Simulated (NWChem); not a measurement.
# A calculation on HClMg

Everything below was run with NWChem. The geometry was optimised at PBE/def2-SVP, a minimum by its harmonic frequencies.

The NWChem input:

```
start mol
memory heap 200 mb stack 900 mb global 1100 mb
geometry "system" units angstroms nocenter noautoz noautosym
  Mg     0.000000     0.000000    -1.201315
  H      0.000000     0.000000    -2.897036
  Cl     0.000000     0.000000     1.018401
end
set geometry "system"
basis spherical
  * library 6-31g*
end
dft
  xc pbe0
  semidirect memsize 60000000 filesize 0
  iterations 100
  convergence energy 1e-10 density 1e-9 gradient 1e-8
  tolerances tight
end
task dft energy
rt_tddft
  tmax 150.0
  dt 0.2
  tag "kick"
  print dipole
  field "kick"
    type delta
    polarization y
    max 0.0001
  end
  excite "system" with "kick"
end
task dft rt_tddft
```

Change of the dipole's y component after the kick, in units of 1e-4 a.u.:

| time (a.u.) | Δμ |
|---|---|
| 0.0 | 0.000 |
| 0.4 | 0.281 |
| 0.8 | 0.577 |
| 1.2 | 0.783 |
| 1.6 | 0.844 |
| 2.0 | 0.816 |
| 2.4 | 0.710 |
| 2.8 | 0.605 |
| 3.2 | 0.513 |
| 3.6 | 0.477 |
| 4.0 | 0.491 |
| 4.4 | 0.529 |
| 4.8 | 0.585 |
| 5.2 | 0.613 |
| 5.6 | 0.617 |
| 6.0 | 0.560 |
| 6.4 | 0.461 |
| 6.8 | 0.297 |
| 7.2 | 0.140 |
| 7.6 | -0.020 |
| 8.0 | -0.094 |
| 8.4 | -0.120 |
| 8.8 | -0.058 |
| 9.2 | 0.016 |
| 9.6 | 0.112 |
| 10.0 | 0.140 |
| 10.4 | 0.142 |
| 10.8 | 0.063 |
| 11.2 | -0.007 |
| 11.6 | -0.095 |
| 12.0 | -0.125 |
| 12.4 | -0.146 |
| 12.8 | -0.108 |
| 13.2 | -0.083 |
| 13.6 | -0.022 |
| 14.0 | -0.003 |
| 14.4 | 0.020 |
| 14.8 | -0.006 |
| 15.4 | -0.076 |
| 15.8 | -0.136 |
| 16.2 | -0.217 |
| 16.6 | -0.257 |
| 17.0 | -0.296 |
| 17.4 | -0.274 |
| 17.8 | -0.273 |
| 18.2 | -0.259 |
| 18.6 | -0.311 |
| 19.0 | -0.380 |
| 19.4 | -0.507 |
| 19.8 | -0.600 |
| 20.2 | -0.685 |
| 20.6 | -0.672 |
| 21.0 | -0.609 |
| 21.4 | -0.464 |
| 21.8 | -0.304 |
| 22.2 | -0.122 |
| 22.6 | 0.022 |
| 23.0 | 0.148 |
| 23.4 | 0.214 |
| 23.8 | 0.247 |
| 24.2 | 0.239 |
| 24.6 | 0.215 |
| 25.0 | 0.192 |
| 25.4 | 0.191 |
| 25.8 | 0.222 |
| 26.2 | 0.298 |
| 26.6 | 0.398 |
| 27.0 | 0.489 |
| 27.4 | 0.541 |
| 27.8 | 0.514 |
| 28.2 | 0.420 |
| 28.6 | 0.267 |
| 29.0 | 0.093 |
| 29.4 | -0.070 |
| 29.8 | -0.184 |
